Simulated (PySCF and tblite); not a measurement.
The numbers below are computed, except where a source is named.
3 regioisomers of C₇H₂ClF₃O₂:

| isomer | SMILES |
| --- | --- |
| A | [O:1]=[C:2]1[CH:3]=[C:4]([Cl:5])[C:6](=[O:7])[C:8]([C:9]([F:10])([F:11])[F:12])=[CH:13]1 |
| B | [O:1]=[C:2]1[CH:3]=[C:4]([C:5]([F:6])([F:7])[F:8])[C:9](=[O:10])[CH:11]=[C:12]1[Cl:13] |
| C | [O:1]=[C:2]1[CH:3]=[CH:4][C:5](=[O:6])[C:7]([C:8]([F:9])([F:10])[F:11])=[C:12]1[Cl:13] |

Protocol: conformer search, at most 3 conformers an isomer, GFN2-xTB geometries, energies PBE0/pcSseg-1 (D3(BJ) added where defined), GIAO shieldings PBE0/pcSseg-1, weights at 298.15 K with GFN2-xTB thermal terms. Programs: PySCF with density fitting and tblite.

Q: What shifts does each isomer give (ppm)?

A: 
A: ¹H (against TMS): 7.17 (H3, 1H), 7.12 (H13, 1H). ¹³C (against TMS): 189.2 (C2), 180.3 (C6), 157.9 (C4), 140.9 (C8), 139.9 (C13), 138.6 (C3), 130.3 (C9). ¹⁹F (against CFCl3): -80.5 (F10/F11/F12).

B: ¹H (against TMS): 7.25 (H3, 1H), 7.15 (H11, 1H). ¹³C (against TMS): 185.2 (C9), 184.5 (C2), 157.6 (C12), 141.7 (C4), 138.8 (C11), 138.6 (C3), 130.1 (C5). ¹⁹F (against CFCl3): -80.1 (F6/F7/F8).

C: ¹H (against TMS): 7.07 (H3, 1H), 6.93 (H4, 1H). ¹³C (against TMS): 185.8 (C5), 183.5 (C2), 155.4 (C12), 143.4 (C4), 140.9 (C3), 135.4 (C7), 131.4 (C8). ¹⁹F (against CFCl3): -70.1 (F9/F10/F11).

Unscaled ¹⁹F shifts at such levels can be off by tens of ppm; differences between conformers or isomers are more reliable. Shifts are unscaled: against experiment ¹³C can be off by 15 ppm or more and ¹H by 0.8 ppm.
